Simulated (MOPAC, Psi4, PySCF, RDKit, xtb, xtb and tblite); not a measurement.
Two geometries of SMILES [SiH3]OCCO[SiH3], relaxed at GFN2-xTB with one dihedral held; other torsions can differ between them too.

Structure A

```
16

Si    -1.4554     0.8412     0.2714
O     -1.4872    -0.7540    -0.0216
C     -0.5523    -1.5541    -0.6638
C      0.7594    -1.6589     0.1212
O      1.4025    -2.8710    -0.0883
Si     2.0843    -3.4600    -1.4373
H     -1.2794     1.6013    -0.9704
H     -0.3687     1.2175     1.1809
H     -2.7759     0.9805     0.8594
H     -0.3573    -1.1848    -1.6778
H     -0.9824    -2.5598    -0.7364
H      0.5181    -1.6010     1.1891
H      1.4196    -0.8208    -0.1325
H      3.0998    -2.5396    -1.9592
H      2.6348    -4.6853    -0.8853
H      1.1024    -3.6888    -2.5018
```

Structure B

```
16

Si     0.7543    -3.9574     1.3511
O      1.5782    -3.3021     0.1139
C      1.9063    -1.9855    -0.1602
C      0.7992    -1.0058     0.2198
O      0.5169    -1.0777     1.5785
Si     1.2458    -0.3038     2.8081
H     -0.6586    -3.5808     1.3750
H      1.3667    -3.6709     2.6498
H      0.9308    -5.3469     0.9461
H      2.1133    -1.9050    -1.2336
H      2.8145    -1.7154     0.3968
H     -0.1170    -1.2787    -0.3155
H      1.0972     0.0074    -0.0719
H      1.2772     1.1360     2.5261
H      0.3478    -0.6817     3.8843
H      2.6307    -0.7406     3.0165
```

**Question.** Which is lower in energy at the level wB97X-D/def2-TZVP // GFN2-xTB (Psi4 1.11), and by how much?

**Answer.** B is lower, by 3.14 kcal/mol (dihedral O2–C3–C4–O5: 150° in A, 60° in B).

E(B) − E(A) in kcal/mol at the other levels, on the same two geometries: GFN2-xTB (xtb and tblite) -2.16; MMFF94 // GFN2-xTB (RDKit) 4.80; PBE0/def2-TZVP // GFN2-xTB (Psi4) -2.62; PBE0-D3(BJ)/def2-TZVP // GFN2-xTB (Psi4) -3.48; PBE/def2-TZVP // GFN2-xTB (Psi4) -2.44; PBE-D3(BJ)/def2-TZVP // GFN2-xTB (Psi4) -3.30; UFF // GFN2-xTB (RDKit) 3.51; PM6, restricted, heats of formation // GFN2-xTB (MOPAC) 2.58; PM3, restricted, heats of formation // GFN2-xTB (MOPAC) 1.68; GFN1-xTB // GFN2-xTB (xtb) -2.79; restricted B3LYP/6-31G*, spherical d, density fitting // GFN2-xTB (PySCF) -2.50; restricted BP86/6-31G*, spherical d, density fitting // GFN2-xTB (PySCF) -2.65; restricted MP2 (frozen core)/6-31G*, spherical d // GFN2-xTB (PySCF) -4.01; restricted B3LYP/3-21G // GFN2-xTB (PySCF) -5.91.
